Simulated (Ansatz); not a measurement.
A series at Hf: from `[NH2][Hf]([NH2])([NH2])[F]`, ligands are replaced one by one, each step taking up HCl and setting free NH₃; n counts the steps. Ansatz, PBE0-D4/def2-TZVP geometries. Each molecule was computed in one conformer, which needn't be the lowest.

```tsv
n	molecule	HOMO energy, ωB97M-V/def2-TZVPP (eV)
0	`[NH2][Hf]([NH2])([NH2])[F]`	-9.45
1	`[NH2][Hf]([NH2])([F])[Cl]`	-10.02
2	`[NH2][Hf]([F])([Cl])[Cl]`	-10.59
3	`[F][Hf]([Cl])([Cl])[Cl]`	?
```

By hand: fit a straight line y = ȳ + b (n − n̄) to the 3 given rows and predict n = 3.

n̄ = 1.000, ȳ = -10.020; Σ(n − n̄)(y − ȳ) = -1.140, Σ(n − n̄)² = 2.000, so b = -0.570 eV a step. Prediction: -10.020 + (-0.570) × (2.000) = -11.16 eV.

By hand: compare with the computed value, -11.90 eV, and give the steps along the whole series.

The line misses by -0.74 eV (computed minus predicted). Steps: -0.57, -0.57, -1.31 eV.

The steps differ by up to 0.74 eV without a steady trend. The highest orbital can change its character along such a series. The miss is 30.2 % of the series' range.
